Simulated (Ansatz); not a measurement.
A run for Ansatz (a first-principles code): R-wB97X-V/def2-TZVPP on aminoborane (SMILES BN), a point of a torsion scan.

Ansatz 0.2 input:
```yaml
crystal:
  periodic: [false, false, false]
  atoms:
    - {symbol: B, position_ang: [0.68035717, 0.04316626, 0.04143877]}
    - {symbol: N, position_ang: [-0.70267277, 0.07365159, 0.05482116]}
    - {symbol: H, position_ang: [1.23723980, -0.98802360, 0.03286843]}
    - {symbol: H, position_ang: [1.25998830, 1.05295813, -0.09528889]}
    - {symbol: H, position_ang: [-1.24665716, 0.81870254, -0.34613481]}
    - {symbol: H, position_ang: [-1.24917774, -0.77007726, 0.13283581]}
basis:
  gaussian:
    orbitals: def2-TZVPP
hamiltonian:
  xc: {name: wB97X-V}
scf: {lower_state_search: off}
```

The head of its log:

```
WARN ansatz: RAYON_NUM_THREADS=1 ignored (pool sized by the plan → 1); use --threads N
Functional definition: wB97X-V
these checks for a lower state are left out or cut short: stability, starts, cluster_reference, orbital_swaps, neighbouring_geometries, increment
integrals: 0.03 GiB planned
560 factors; their error is unknown
integrals: 0.06 GiB planned
160 factors; integrals over basis functions are off by at most 1.5e-5 eV
mean field: 0.39 GiB planned
mean field evaluation 1: about -2229.0376 eV, gradient 4.3e1 eV
mean field evaluation 2: about -2229.5957 eV, gradient 3.9e1 eV
```

### Question
What total energy does the run end on?

### Answer
-82.0404 hartree.
